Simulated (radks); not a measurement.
The iodine ion I+ inside a hard spherical wall (all orbitals vanish at R), configuration held at [Kr] 4d10 5s2 5p4 and not refilled when levels cross. Calculated with a radial shooting solver on a logarithmic mesh with Libxc functionals: scalar-relativistic Kohn-Sham, r2SCAN, spin-polarised, spherical densities, finite nucleus; open shells are filled with parallel spins first (spin-orbit coupling, left out, can overturn this in heavy ions); meta-GGA in the generalised Kohn-Sham scheme; Fermi nuclear charge, rms radius 4.75 fm. Eigenvalues in eV for spin up, with the zero of energy where the potential of the charges vanishes at infinity; a dash marks a level that is unbound or too diffuse for the functional's potential to be trusted. A positive occupied level is held by the wall or, in an anion where self-interaction has pushed it up, behind a barrier. The pressure on the wall is -dE/dV.

| R (bohr) | E (hartree) | kinetic (hartree) | e(4p) | e(4d) | e(5s) | e(5p) | e(6s, empty) | e(5d, empty) | pressure (GPa) |
|---|---|---|---|---|---|---|---|---|---|
| free | -7116.72854 | 7470.071 | -140.39 | -61.042 | -27.676 | -16.422 | - | - | 0 |
| 15 | -7116.72854 | 7470.071 | -140.39 | -61.042 | -27.676 | -16.422 | - | - | < 0.0001 |
| 12 | -7116.72854 | 7470.071 | -140.39 | -61.042 | -27.676 | -16.422 | -4.277 | -3.566 | < 0.0001 |
| 7 | -7116.72741 | 7470.085 | -140.33 | -60.987 | -27.633 | -16.377 | -2.717 | -3.051 | 0.102 |
| 4 | -7116.44205 | 7471.877 | -136.14 | -56.920 | -24.469 | -12.415 | 18.769 | 5.553 | 76.8 |
| 3.5 | -7116.01436 | 7473.987 | -132.60 | -53.538 | -21.324 | -8.297 | 35.261 | 12.573 | 253 |
| 1.5 | -7061.66960 | 7657.520 | -30.781 | 53.096 | 206.16 | 248.62 | 658.56 | 312.01 | 167000 |
